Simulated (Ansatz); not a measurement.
Species: SiCl2, net charge 0, singlet state. 
Geometry from a B3LYP-D3(BJ)/def2-TZVP (Ansatz, an electronic-structure program) optimisation:
SMILES: Cl[Si]Cl
```xyz
3

Si    -0.0165     0.0173     0.9364
Cl     1.0611     1.2272    -0.3899
Cl    -1.0475    -1.2415    -0.3813
```
Charge 0, spin multiplicity 1.

Quantity: vertical electron affinity (to the doublet state of charge -1; a negative value means that the extra electron is unbound and the number depends on the basis; each state is the SCF solution reached for its spin; for the singlet the Hartree-Fock reference is unstable and T1 is 0.013), in eV. Valence correlation only, unless marked. Open shells are spin-unrestricted. Spin-orbit coupling is left out. Non-relativistic. Anions need diffuse functions: aug- sets have them; def2-D sets add few. CBS marks a two-point X^-3 extrapolation of the correlation energy; Hartree-Fock from the larger set. The bracket is a focal-point correction in the basis named.

```tsv
level	program	vertical electron affinity (eV)	minus last row
HF/aug-cc-pV(D+d)Z	Ansatz	0.71	-0.31
SVWN5/def2-TZVPD	Ansatz	1.04	0.02
PBE/def2-TZVPD	Ansatz	0.98	-0.04
r2SCAN/def2-TZVPD	Ansatz	1.12	0.10
BHLYP/def2-TZVPD	Ansatz	0.99	-0.03
wB97M-V/def2-TZVPD	Ansatz	0.84	-0.18
wB97X-V/def2-TZVPD	Ansatz	1.02	0.00
B2PLYP/def2-TZVPD	Ansatz	0.92	-0.10
MP2/aug-cc-pV(D+d)Z	Ansatz	0.85	-0.17
RI-MP2/aug-cc-pV(Q+d)Z	Ansatz	0.95	-0.07
SCS-MP2/aug-cc-pV(D+d)Z	Ansatz	0.78	-0.24
SCS-MP2/aug-cc-pV(T+d)Z	Ansatz	0.84	-0.18
CCSD/aug-cc-pV(T+d)Z	Ansatz	0.96	-0.06
CCSD(T)/aug-cc-pV(D+d)Z	Ansatz	0.85	-0.17
RI-MP2/CBS(aug-cc-pV(T+d)Z,aug-cc-pV(Q+d)Z)+[CCSD(T)-MP2]/aug-cc-pV(T+d)Z	Ansatz	1.02	0.00
```
